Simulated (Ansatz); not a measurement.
Species: C$_{3}$H$_{7}$N, SMILES `CC(C)=N` (charge 0, multiplicity 1).

### Question
Give a relaxed geometry from PBE0-D3(BJ)/def2-TZVP run with Ansatz (an electronic-structure program).

### Answer
the end point of this relaxation (outside a Z-matrix the atoms follow the SMILES, hydrogens last).
Cartesian coordinates (Å) in one orientation:
```xyz
11

C      1.262     0.153     0.567
C      0.017     0.368    -0.237
C     -1.042    -0.687    -0.092
N     -0.073     1.397    -0.972
H      1.024     0.096     1.633
H      1.732    -0.798     0.297
H      1.966     0.966     0.396
H     -1.354    -0.773     0.953
H     -1.918    -0.467    -0.704
H     -0.646    -1.666    -0.382
H     -0.970     1.412    -1.458
```
